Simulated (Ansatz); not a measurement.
Consider the ligand exchange at the Si–O bond: `[NH2][Al]([SH])[O][SiH3]` + `[SH][AlH][SH]` → `[SiH3][S][AlH][SH]` + `[NH2][Al]([OH])[SH]`.

Program: Ansatz. Geometries: PBE0-D4/def2-TZVP. ΔE: electronic, gas phase. CCSD(T)/CBS is the MP2 limit (def2-TZVPP, def2-QZVPP) plus CCSD(T) − MP2 in def2-TZVPP, frozen cores. This one scheme is used for every species. Functionals use def2-TZVPP. B3LYP here is the variant with VWN-RPA as its local correlation; programs differ in this. One conformer a species, not always the lowest.

| level | ΔE (eV) |
| --- | --- |
| B3LYP | 0.62 |
| r2SCAN0 | 0.53 |
| MP2/def2-SVP | 0.56 |
| SCS-MP2/def2-TZVPP | 0.60 |

Problem. What does CCSD(T)/CBS give? (Best estimate.)

Solution. Computed: +0.52 eV. The listed levels differ from it by 0.10, 0.01, 0.04, 0.08 eV.

Largest T1 diagnostic among the species: 0.012.

In def2-TZVPP, CCSD(T) changes the Hartree–Fock value by −0.24 eV (the triples alone add −0.05 eV) and MP2 by −0.28 eV. At CCSD(T), def2-SVP lies +0.07 eV from the extrapolated value and def2-TZVPP +0.05 eV.
